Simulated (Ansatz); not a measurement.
Isolated molecules relaxed with PBE0-D4/def2-TZVP in Ansatz; ΔE leaves out vibrations. CBS: MP2 limit from def2 TZ/QZ plus the TZ coupled-cluster correction, frozen cores. This one scheme is used for every species. Functionals use def2-TZVPP. One conformer a species, not always the lowest.

`[CH3][AlH][C](=N)O` + `[SiH3]S` → `[CH3][AlH][S][SiH3]` + `N=CO`  (ligand exchange at the Al–C bond)

**Question.** Is it downhill or uphill in electronic energy at CCSD(T)/CBS, and by how much? (Estimate.)

**Answer.** The calculation gave: Downhill: ΔE = -132.1 kJ/mol.

**Question.** What do these levels give: r2SCAN-D4, ωB97M-V, PBE0, SCS-MP2/def2-TZVPP, SCS-MP2/def2-QZVPP, MP2/CBS(def2)? (Best estimate.)

**Answer.** Computed: r2SCAN-D4 -135.7, ωB97M-V -129.8, PBE0 -133.1, SCS-MP2/def2-TZVPP -133.1, SCS-MP2/def2-QZVPP -133.6, MP2/CBS(def2) -138.2 kJ/mol.

Largest T1 diagnostic among the species: 0.014.

From PBE to PBE0 (25 % exact exchange), in def2-TZVPP and without D4, ΔE moves by −6.5 kJ/mol. The D4 term adds −5.1 kJ/mol with B3LYP and −2.9 kJ/mol with PBE0; it sums over pairs of atoms, weighted by their polarisabilities, and B3LYP, whose exchange is more repulsive, gets the larger term.

B3LYP here is the variant with VWN-RPA as its local correlation; programs differ in this.
